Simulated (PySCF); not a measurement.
A compound of formula C22H14 has these computed shifts in ppm, with the number of atoms in brackets (GIAO KT3/pcSseg-1, gas phase, PySCF SCF with an in-house response code, fitting set def2-universal-JFIT, grid level 2, non-relativistic, geometry: GFN2-xTB; 13C, 1H against isolated TMS).

1H: 6.32 (1), 6.24 (1), 6.21 (1), 6.08 (1), 6.05 (1), 6.03 (1), 6.00 (1), 5.75 (1), 5.69 (1), 5.42 (1), 5.40 (1), 5.18 (1), 5.16 (1), 5.08 (1)
13C: 141.2 (1), 139.0 (1), 137.8 (1), 136.5 (1), 134.6 (1), 134.2 (1), 133.4 (1), 132.8 (1), 132.0 (1), 130.3 (1), 130.0 (1), 129.1 (1), 128.9 (1), 128.7 (1), 127.6 (1), 127.2 (1), 126.4 (1), 123.8 (1), 118.9 (1), 118.5 (1), 116.2 (1), 111.5 (1)

Q: Which structure gave them?

A: c1cc2ccc3cc4c(ccc5ccccccc54)c3c2c1. Other isomers were not compared.
